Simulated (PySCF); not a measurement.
C2H5BrCd, SMILES C[CH2][Cd][Br].

Coordinates come from a B3LYP-D3(BJ)/def2-SVP optimisation. The structure was generated by enumeration; whether it is a known compound was not checked. The def2 effective core potentials stand for the cores of Cd; spin–orbit coupling is left out. The values are those of a single conformer.

Method: PBE0/def2-TZVP in PySCF.

The molecule is in vacuum.

Task: Estimate the frontier levels, gap, dipole moment and polarisability. (The exact figures need the calculation; the answer reports its results.)

Result: 
| Property | Result |
|---|---|
| highest occupied level | -7.59 eV |
| lowest empty level | -1.03 eV |
| orbital gap | 6.55 eV |
| dipole moment | 3.45 D |
| quadrupole, principal values (traceless, Buckingham form, about the centre of nuclear charge) | -6.26, 2.85, 3.41 D·Å |
| mean static polarisability | 78.7 bohr³ (11.66 Å³) |
| polarisability, principal values | 57.5, 60.7, 117.8 bohr³ |
